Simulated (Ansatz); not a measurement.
Reaction (formal exchange of groups at the Si–S bond): `[SiH3]S[SiH2]S[SiH3]` + `[AlH2][Br]` → `[SiH3][AlH][Br]` + `[SiH3]S[SiH2]S`

Gas-phase electronic energies from Ansatz, PBE0-D4/def2-TZVP geometries. CCSD(T)/CBS adds triple-zeta CCSD(T) − MP2 to the extrapolated MP2 energy (def2 sets, frozen cores). DFT in def2-TZVPP. B3LYP here is the variant with VWN-RPA as its local correlation; programs differ in this. For Br outer-core shells are correlated without core-valence functions, which leaves a few kJ/mol of doubt a bond. Scalar relativity is left out up to krypton. One conformer a species, not always the lowest.

`[SiH3]S[SiH2]S[SiH3]`:

```xyz
13

Si    1.434   -1.599   -0.708
S     0.412   -1.360    1.163
Si   -1.458   -0.701    0.382
S    -1.261    0.958   -0.941
Si   -0.128    2.228    0.365
H     0.509   -2.167   -1.721
H     2.547   -2.542   -0.442
H     1.978   -0.308   -1.191
H    -2.271   -0.352    1.571
H    -2.112   -1.760   -0.422
H    -0.346    3.610   -0.125
H     1.317    1.901    0.310
H    -0.623    2.092    1.758
```

`[AlH2][Br]`:

Cartesian coordinates in Å:
```
Al -0.029 -0.076 -0.182
Br 0.303 0.787 1.876
H 0.444 0.780 -1.417
H -0.717 -1.491 -0.277
```

`[SiH3][AlH][Br]`:

Cartesian coordinates in Å:
```
Si 0.262 0.450 -0.979
Al -0.535 -0.538 1.111
Br 1.031 -1.235 2.591
H 1.615 -0.052 -1.340
H 0.340 1.931 -0.828
H -0.670 0.162 -2.106
H -2.043 -0.719 1.551
```

`[SiH3]S[SiH2]S`:

```xyz
10

Si    0.354   -0.869    1.452
S     0.870   -1.399   -0.554
Si   -0.176    0.179   -1.540
S     0.301    2.146   -0.855
H     0.433   -2.110    2.259
H     1.281    0.150    2.001
H    -1.032   -0.329    1.488
H     0.249    0.105   -2.956
H    -1.638   -0.016   -1.394
H    -0.644    2.143    0.100
```

Question: Is it downhill or uphill in electronic energy at CCSD(T)/CBS, and by how much? (Estimate.)

Answer: The calculation gave: Uphill: ΔE = +61.8 kJ/mol.

Question: What do these levels give: r2SCAN-D4, PBE0-D4, PBE0, B3LYP, HF/def2-QZVPP, SCS-MP2/def2-QZVPP? (An estimate is asked.)

Answer: Ansatz gave: r2SCAN-D4 57.6, PBE0-D4 54.5, PBE0 47.2, B3LYP 47.7, HF/def2-QZVPP 59.5, SCS-MP2/def2-QZVPP 69.8 kJ/mol.

Largest T1 diagnostic among the species: 0.012.

The D4 term adds +13.2 kJ/mol with B3LYP and +7.2 kJ/mol with PBE0; it sums over pairs of atoms, weighted by their polarisabilities, and B3LYP, whose exchange is more repulsive, gets the larger term. From PBE to PBE0 (25 % exact exchange), in def2-TZVPP and without D4, ΔE moves by +5.8 kJ/mol.
